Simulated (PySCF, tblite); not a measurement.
Compound: C₅H₁₂OSi₂.
Structure used (GFN2-xTB), in Å, numbered top down from 1:
```
atom  x, y, z in Å
C1    -1.344   -0.416    0.867
C2    -1.526    1.021    0.387
C3    -2.981    1.309    0.027
O4    -0.743    1.263   -0.752
Si5    0.849    1.462   -0.948
C6     1.837   -0.044   -0.481
C7     2.460   -1.035   -0.170
Si8    3.399   -2.553    0.308
H9    -0.304   -0.593    1.127
H10   -1.969   -0.604    1.736
H11   -1.622   -1.103    0.072
H12   -1.209    1.708    1.187
H13   -3.076    2.328   -0.342
H14   -3.616    1.186    0.899
H15   -3.308    0.628   -0.754
H16    0.886    1.703   -2.383
H17    1.365    2.555   -0.109
H18    2.649   -3.245    1.362
H19    3.529   -3.410   -0.874
H20    4.719   -2.150    0.803
```

Method: PBE0/pcSseg-1 in PySCF (dipole) on a GFN2-xTB geometry, gas phase.

Masses are those of the commonest isotopes; rigid-rotor values at the optimised geometry. The values belong to one conformer with, in the numbering `[CH3:1][CH:2]([CH3:3])[O:4][SiH2:5][C:6]#[C:7][SiH3:8]`, C1–C2–O4–Si5 -73°, C2–O4–Si5–C6 63°.

Q: Give the principal moments of inertia and the rotational constants in cm⁻¹.

A: Ia = 193.06, Ib = 907.22, Ic = 1070.00 u·Å²; 505379 MHz·u·Å²/I gives 2618, 557.1 and 472.3 MHz, that is A = 0.08732, B = 0.01858, C = 0.01575 cm⁻¹.

Q: What kind of rotor is it?

A: A near-prolate asymmetric top; Ray's κ = -0.921.

Q: What does the inertial defect say?

A: Not planar: Δ = Ic − Ia − Ib = -30.27 u·Å². For a rigid frame Δ = −2 Σ m c², so Σ m c² = 15.14 u·Å² lies off the ab plane: 11.38 from hydrogen and 3.76 from heavier atoms. The atom farthest from that plane is 1.43 Å away.

Q: Where do the levels up to J = 3 lie, in MHz?

A: Above 0(0,0):
J = 1: 1(0,1) 1029, 1(1,1) 3090, 1(1,0) 3175
J = 2: 2(0,2) 3086, 2(1,2) 5064, 2(1,1) 5318, 2(2,1) 11500, 2(2,0) 11503
J = 3: 3(0,3) 6164, 3(1,3) 8024, 3(1,2) 8532, 3(2,2) 14589, 3(2,1) 14601, 3(3,1) 25106, 3(3,0) 25106

Q: Which lines would a microwave search look for?

A: The dipole components are |μa| = 0.17 D, |μb| = 1.05 D, |μc| = 0.75 D. The squared components, which scale the intensities, stand as 0.03 : 1.00 : 0.52 (a : b : c). Some lines, for components of 0.1 D or more:

```
type  branch         J(Ka,Kc)    MHz  lower level (cm⁻¹)
   a       Q  4(1,3) ← 4(1,4)    847               0.399
   c       Q  4(1,4) ← 4(0,4)   1711               0.342
   c       Q  3(1,3) ← 3(0,3)   1860               0.206
   a       R  3(1,3) ← 2(1,2)   2959               0.169
   a       R  3(2,1) ← 2(2,0)   3098               0.384
   c       R  1(1,0) ← 0(0,0)   3175               0.000
   a       R  5(4,2) ← 4(4,1)   5153               1.466
   a       R  5(2,3) ← 4(2,2)   5192               0.625
   c       Q  5(2,4) ← 5(1,4)   5685               0.606
   c       Q  3(2,2) ← 3(1,2)   6057               0.285
   b       Q  2(2,0) ← 2(1,1)   6185               0.177
   b       Q  3(2,2) ← 3(1,3)   6565               0.268
   b       R  3(2,1) ← 2(1,2)   9537               0.169
   b       R  4(2,3) ← 3(1,2)  10172               0.285
   c       Q  5(3,3) ← 5(2,3)  10449               0.798
   b       Q  5(3,2) ← 5(2,3)  10451               0.798
   c       Q  4(3,2) ← 4(2,2)  10486               0.625
   b       Q  3(3,0) ← 3(2,1)  10504               0.487
   b       R  4(2,2) ← 3(1,3)  10719               0.268
   c       R  4(3,1) ← 3(2,1)  14627               0.487
   c       R  4(3,2) ← 3(2,2)  14639               0.487
   b       Q  4(4,1) ← 4(3,2)  14717               0.975
   c       R  4(4,1) ← 3(3,1)  18840               0.837
   b       R  5(4,2) ← 4(3,1)  19869               0.975
   b       R  5(4,1) ← 4(3,2)  19870               0.975
   c       R  5(5,0) ← 4(4,0)  24075               1.466
```

Q: Estimate the classical rotational partition function at 25 K, 100 K and 500 K.

A: Point group C1, symmetry number σ = 1; q = (√π/σ)·√((kT/h)³/(ABC)), k/h = 20836.6 MHz/K: 25400 at 25 K, 203000 at 100 K, 2270000 at 500 K.

Its GFN2-xTB frequencies are all real (lowest 15 cm⁻¹). These are rigid-rotor constants of the computed structure; measured ground-state constants (B0) also hold zero-point vibration. A rigid rotor knows nothing of internal rotation, which can split or shift real lines.
